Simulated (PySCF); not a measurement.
# Orbital picture of HgSb⁺

PBE at R = 2.801 Å; Hg def2-SVP with ECP60, Sb def2-SVP with ECP28; scalar-relativistic core potentials (PySCF 2.14). State: ³Σ⁻ (triplet), unpaired electrons π ↑↑. Only the outer orbitals are listed, counted within each symmetry, core potentials removing the inner ones.

```json
{"spin": "α", "orbital": "7σ", "occ.": "1", "ε (eV)": "-16.88", "on Hg (%)": "88", "main shells (%)": "88 Hg d, 9 Sb s"}
{"spin": "α", "orbital": "4π", "occ.": "1", "ε (eV)": "-16.87", "on Hg (%)": "99", "main shells (%)": "99 Hg d"}
{"spin": "α", "orbital": "4π", "occ.": "1", "ε (eV)": "-16.87", "on Hg (%)": "99", "main shells (%)": "99 Hg d"}
{"spin": "α", "orbital": "2δ", "occ.": "1", "ε (eV)": "-16.58", "on Hg (%)": "100", "main shells (%)": "100 Hg d"}
{"spin": "α", "orbital": "2δ", "occ.": "1", "ε (eV)": "-16.58", "on Hg (%)": "100", "main shells (%)": "100 Hg d"}
{"spin": "α", "orbital": "8σ", "occ.": "1", "ε (eV)": "-13.56", "on Hg (%)": "71", "main shells (%)": "68 Hg s, 25 Sb p"}
{"spin": "α", "orbital": "5π", "occ.": "1", "ε (eV)": "-11.04", "on Hg (%)": "4", "main shells (%)": "96 Sb p"}
{"spin": "α", "orbital": "5π", "occ.": "1", "ε (eV)": "-11.04", "on Hg (%)": "4", "main shells (%)": "96 Sb p"}
{"spin": "α", "orbital": "9σ", "occ.": "0", "ε (eV)": "-9.97", "on Hg (%)": "41", "main shells (%)": "59 Sb p, 28 Hg s, 12 Hg p"}
{"spin": "α", "orbital": "6π", "occ.": "0", "ε (eV)": "-5.76", "on Hg (%)": "95", "main shells (%)": "95 Hg p"}
{"spin": "α", "orbital": "6π", "occ.": "0", "ε (eV)": "-5.76", "on Hg (%)": "95", "main shells (%)": "95 Hg p"}
{"spin": "β", "orbital": "4π", "occ.": "1", "ε (eV)": "-16.87", "on Hg (%)": "100", "main shells (%)": "100 Hg d"}
{"spin": "β", "orbital": "4π", "occ.": "1", "ε (eV)": "-16.87", "on Hg (%)": "100", "main shells (%)": "100 Hg d"}
{"spin": "β", "orbital": "7σ", "occ.": "1", "ε (eV)": "-16.69", "on Hg (%)": "78", "main shells (%)": "78 Hg d, 21 Sb s"}
{"spin": "β", "orbital": "2δ", "occ.": "1", "ε (eV)": "-16.58", "on Hg (%)": "100", "main shells (%)": "100 Hg d"}
{"spin": "β", "orbital": "2δ", "occ.": "1", "ε (eV)": "-16.58", "on Hg (%)": "100", "main shells (%)": "100 Hg d"}
{"spin": "β", "orbital": "8σ", "occ.": "1", "ε (eV)": "-13.33", "on Hg (%)": "76", "main shells (%)": "75 Hg s, 18 Sb p"}
{"spin": "β", "orbital": "9σ", "occ.": "0", "ε (eV)": "-9.44", "on Hg (%)": "37", "main shells (%)": "63 Sb p, 19 Hg s, 16 Hg p"}
{"spin": "β", "orbital": "5π", "occ.": "0", "ε (eV)": "-9.35", "on Hg (%)": "7", "main shells (%)": "93 Sb p"}
{"spin": "β", "orbital": "5π", "occ.": "0", "ε (eV)": "-9.35", "on Hg (%)": "7", "main shells (%)": "93 Sb p"}
```

**Question.** Which are the highest filled and the lowest empty level, where do they sit, and how wide is the gap?

**Answer.** Highest filled α 5π at -11.04 eV (in %: 96 Sb p); lowest empty α 9σ at -9.97 eV (in %: 59 Sb p, 28 Hg s, 12 Hg p); the gap at PBE is 1.07 eV.

```json
{
 "bond order (Mayer)": "0.94",
 "⟨S²⟩": "2.009",
 "charge on Hg (Mulliken, basis-dependent)": "0.43",
 "charge on Hg (Löwdin, basis-dependent)": "0.41",
 "dipole moment (positive dipole points towards Sb; it is taken about the centre of mass and depends on that origin)": "1.64 D",
 "polarisability along the bond": "94.7 bohr³",
 "polarisability across the bond": "40.1 bohr³"
}
```

Spin–orbit coupling is left out. The state was picked by a PBE0 search and need not be the measured ground state.
